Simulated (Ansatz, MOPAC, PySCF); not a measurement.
Dimer: SiH4 (SMILES [SiH4]) (first 5 atoms) with N2 (SMILES N#N); geometry from B3LYP-D3(BJ)/def2-TZVP, rigid monomers moved along the line of their centres of mass till Si1···N7 is 4.94 Å.
(charge 0, multiplicity 1):
```xyz
7

Si     0.082     0.149    -0.190
H      0.400     0.407    -1.613
H      0.258     1.397     0.585
H      0.996    -0.891     0.335
H     -1.318    -0.316    -0.074
N     -0.125    -0.553     5.687
N     -0.496    -0.566     4.661
```

Monomers are frozen at their geometry in the pair; levels with a basis set take the counterpoise correction. Rows marked so take none.

Correlated levels freeze the cores. CBS(a, b) extrapolates the correlation energy as X⁻³ and adds the Hartree–Fock energy of set b. Rows in 6-311+G**, 6-31G* carry no dispersion term and start afresh at each structure (6-31G* with six Cartesian d functions). MP2/6-31G* freezes PySCF's default core. The state that AM1, PM3, PM6 reach isn't checked.

The values were computed with Ansatz (Gaussian orbitals); MOPAC for AM1, PM3, PM6 (differences of heats of formation); PySCF for 6-311+G** rows, 6-31G* rows, the dispersion terms. Values without a source in brackets are computed.

Other levels give for the interaction energy: PBE/def2-TZVPPD -3.9; B3LYP/def2-TZVPPD 1.3; B3LYP-D3(BJ)/def2-TZVPPD -6.5; wB97M-V/def2-TZVPPD -7.3; CCSD(T)/CBS(aug-cc-pV(D+d)Z, aug-cc-pV(T+d)Z) -7.1 meV.

What do these common cheap choices give for the same quantity: AM1, PM3, PM6, HF/6-31G*, HF/6-31G* (no counterpoise), B3LYP/6-311+G** (no counterpoise), M06-2X/6-31G* (no counterpoise), MP2/6-31G* (no counterpoise)?

AM1 -0.5; PM3 6.1; PM6 1.2; HF/6-31G* -1.6; HF/6-31G* (no counterpoise) -4.3; B3LYP/6-311+G** (no counterpoise) 0.1; M06-2X/6-31G* (no counterpoise) -9.0; MP2/6-31G* (no counterpoise) -9.9 meV. They span -9.9 to 6.1 meV.

Ansatz is an electronic-structure program.
